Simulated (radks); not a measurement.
The numbers below are computed, except where a source is named.
Numerical settings for neutral barium, [Xe] 6s2. Level of theory: scalar-relativistic Kohn-Sham, r2SCAN, spin-unpolarised, spherical densities, finite nucleus; meta-GGA in the generalised Kohn-Sham scheme; Fermi nuclear charge, rms radius 4.8378 fm (a radial shooting solver on a logarithmic mesh with Libxc functionals). The defaults (mesh step 0.008 in ln r, mesh end at 40 bohr or more with all orbitals vanishing there, Anderson mixing 0.5 over 9 steps, residual threshold near 1e-9 with the energy settled to 1e-9 hartree or 1e-11 of itself, here a cap of 82 iterations) give E = -8136.259 hartree and 6s at -3.267 eV in 13 iterations. Run on one thread of a shared host, so times are rough (Arm Neoverse V2): 0.11 s of CPU time, 0.11 s wall, 13 iterations on 2440 mesh points. Changes against that run (0 stands for a change within the tolerance of the run):

setting,iterations,converged,E (mhartree),e(6s) (meV),CPU (s)
mesh step in ln r 0.08,9,no,diverged,-,0.03
mesh step in ln r 0.12,2,no,diverged,-,0.01
mesh step in ln r 0.05,11,yes,-1.28,-0.0148,0.02
mesh end (bohr) 3,10,level above zero,+5.53e+03,+6.64e+04,0.07
mesh end (bohr) 20,13,yes,0,+0.0688,0.11
residual threshold 1e-05,9,yes,0,+0.217,0.09
residual threshold 0.01,9,yes,0,+0.217,0.09
mixing 1,12,yes,0,+0.0235,0.1
"linear mixing, mixing 0.2",62,yes,0,+0.0397,0.43
"linear mixing, mixing 1",42,no,diverged,-,0.35
mixing history 2,14,yes,0,+0.00729,0.12
iteration cap 5,5,no,-0.0228,+24.8,0.05

Settled on a wrong energy, with an occupied level pushed above zero by the early mesh end: mesh end (bohr) 3 (+5.53 hartree). Apart from these: settings that end as converged yet miss the energy by more than 1 mhartree: mesh step in ln r 0.05 (-0.00128 hartree). A mesh that ends early acts as a hard wall.
